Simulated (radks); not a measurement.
Dynamic dipole polarisability and lines of the phosphorus ion P5+, [Ne]. Method: scalar-relativistic Kohn-Sham, PBE, spin-polarised, spherical densities, finite nucleus; Fermi nuclear charge, rms radius of each element as measured or else 0.836 A^(1/3) + 0.57 fm; computed with a radial shooting solver on a logarithmic mesh with Libxc functionals. Time-dependent linear response with the Hartree and adiabatic LDA kernel, continuum included through the Sternheimer equations, no spin-orbit coupling, so fine structure and intercombination lines are absent. Lines are the poles of the dipole polarisability below minus the highest occupied eigenvalue, found on a grid refined at the orbital gaps; the lowest seven at most are given, and weak or close lines can be missed. The first line takes the name of the lowest orbital gap if no other gap lies below it; otherwise a line is named after a gap within 0.6 % of it, if that gap stands alone.

| photon energy (eV) | alpha (bohr^3) |
|---|---|
| 0 | 0.1104 |
| 9.845 | 0.1107 |
| 29.536 | 0.1133 |
| 49.227 | 0.3410 |
| 68.917 | 0.1293 |
| 88.608 | 0.1474 |
| 108.30 | 0.1848 |
| 127.99 | 0.6678 |
| 147.68 | 0.3979 |
| 167.37 | 1.003 |
| 187.06 | 0.0008337 |

Lines (eV, oscillator strength): 129.27 (9.591 nm, 2p-3s), f = 0.206; 157.04 (7.895 nm, unassigned), f = 1.12; 167.44 (7.405 nm, 2p-4s), f = 0.0317; 177.03 (7.003 nm, 2p-4d), f = 0.368; 185.52 (6.683 nm, unassigned), f = 0.184; 189.83 (6.531 nm, unassigned), f = 0.319. Higher lines, where found, are left out when the end of the mesh affects them. Those listed give 57 % of the static polarisability (sum of f/w^2). Orbital energy gaps for comparison: 2p-3s 128.82 eV; 2p-3d 155.34 eV; 2p-4s 167.30 eV; 2p-4d 176.31 eV; 2p-5s 180.98 eV.
